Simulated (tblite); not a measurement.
C2H9AlN (SMILES [CH3][Al]([CH3])<-[NH3]), doublet, at a GFN2-xTB geometry (such geometries of metal compounds can be far from the true shape) (the spin is typed, not shown lowest); GFN1-xTB run with tblite.

tblite was given this input:
```
$ tblite run mol.xyz --method gfn1 --charge 0 --spin 1 --etemp 2000 --json tblite.json --no-restart

# file mol.xyz
13

Al     0.45612501     0.14400214     0.58553422
C      1.18040402     1.02448517    -1.10446545
H      2.00314753     0.45334385    -1.55194589
H      1.59408064     2.01416057    -0.88401319
H      0.44282261     1.18205973    -1.90181117
C     -1.48074391     0.53159024     1.08975994
H     -1.92499362    -0.27422218     1.68696724
H     -2.15887810     0.70017555     0.24339754
H     -1.55151213     1.43153730     1.70965678
N     -0.21172714    -1.59855754    -0.61587026
H     -0.84351527    -1.16649869    -1.28504584
H     -0.73313935    -2.29622058    -0.09560394
H      0.52649194    -2.06291305    -1.13422149
```

It wrote (shortened):

```
xTB calculator
 | screened Coulomb repulsion
 | Coulomb electrostatics
 |  * isotropic Klopman-Ohno-Mataga-Nishimoto electrostatics
 |  * onsite third-order electrostatics
 | DFT-D3(BJ) dispersion correction

halogen bonding energy    0.0000000000000E+00 Eh
repulsion energy          1.5803433701595E-01 Eh
dispersion energy        -3.7364940809224E-03 Eh
number of electrons       2.5000000000000E+01 e
integral cutoff           4.0000000000000E+01 bohr

------------------------------------------------------------
  cycle        total energy    energy error   density error
------------------------------------------------------------
      1     -13.50104185947  -1.3655340E+01   5.3307169E-01
      2     -13.51926211182  -1.8220252E-02   2.9131145E-01
      3     -13.52089788976  -1.6357779E-03   4.1078295E-02
      4     -13.52110848940  -2.1059964E-04   6.0117850E-03
      5     -13.52112839100  -1.9901607E-05   8.4537005E-04
      6     -13.52112909397  -7.0296909E-07   2.4752513E-04
      7     -13.52112913313  -3.9154838E-08   3.4951479E-05
      8     -13.52112913400  -8.7639229E-10   5.1388781E-06
------------------------------------------------------------

electronic energy        -1.3675426976939E+01 Eh
total energy             -1.3521129134004E+01 Eh

Post processing:
 | Mayer-Wiberg bond orders

[Info] JSON dump of results written to 'tblite.json'
```
